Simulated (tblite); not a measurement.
C₆H₁₄N (doublet state).
Numbering: `[CH2:1][CH2:2][C@:3]([CH3:4])([NH2:5])[CH2:6][CH3:7]` (hydrogens: H8, H9 on C1; H10, H11 on C2; H12, H13, H14 on C4; H15, H16 on N5; H17, H18 on C6; H19, H20, H21 on C7)

Structure optimised with GFN2-xTB, isolated species. This method treats the open shell by occupation alone, without spin polarisation.

Some entries are withheld. Bonds in one row agree within 0.01 Å.

```tsv
coordinate	value
C1–C2	?
C2–C3	1.586 Å
C3–C4	?
C3–N5	?
C3–C6	?
C6–C7	1.525 Å
C1–H8, C1–H9	1.073 Å
C2–H10	1.094 Å
C2–H11	1.091 Å
C4–H12, C4–H13, C4–H14	1.087 Å
N5–H15, N5–H16	1.013 Å
C6–H17	1.092 Å
C6–H18	1.092 Å
C7–H19, C7–H20, C7–H21	1.088 Å
C1–C2–C3	114.3°
C2–C3–C4	109.0°
C2–C3–N5	?
C2–C3–C6	109.7°
C4–C3–N5	?
C4–C3–C6	?
N5–C3–C6	109.1°
C3–C6–C7	116.0°
```

**Question.** Fill in the missing values.

**Answer.** 
- C1–C2 = 1.461 Å, drawn single (ends: carbon bonded to C and 2 H; carbon bonded to 2 C and 2 H); 0.03 Å below the sum of covalent radii, 1.49 Å.
- C3–C4 = 1.530 Å, drawn single (ends: carbon bonded to 3 C and N; carbon bonded to C and 3 H); 0.01 Å above the sum of covalent radii, 1.52 Å.
- C3–N5 = 1.445 Å, drawn single (ends: carbon bonded to 3 C and N; nitrogen bonded to C and 2 H); 0.03 Å below the sum of covalent radii, 1.47 Å.
- C3–C6 = 1.540 Å, drawn single (ends: carbon bonded to 3 C and N; carbon bonded to 2 C and 2 H); 0.02 Å above the sum of covalent radii, 1.52 Å.
- C2–C3–N5 = 112.5°, at the carbon bonded to 3 C and N; the outer atoms are 2.521 Å apart.
- C4–C3–N5 = 107.8°, at the carbon bonded to 3 C and N; the outer atoms are 2.404 Å apart.
- C4–C3–C6 = 108.6°, at the carbon bonded to 3 C and N; the outer atoms are 2.493 Å apart.

Radii are Cordero's, carbon taken as 0.76, 0.73 or 0.69 Å for four, three, and two or fewer neighbours.

Its GFN2-xTB frequencies are all real (lowest 46 cm⁻¹). Torsions: H–C1–C2–C3 -91° and 81°, C1–C2–C3–C4 56°, C2–C3–N5–H 64° and -56°, C2–C3–C6–C7 62°.

One conformer stands for the species.

These are computed values.
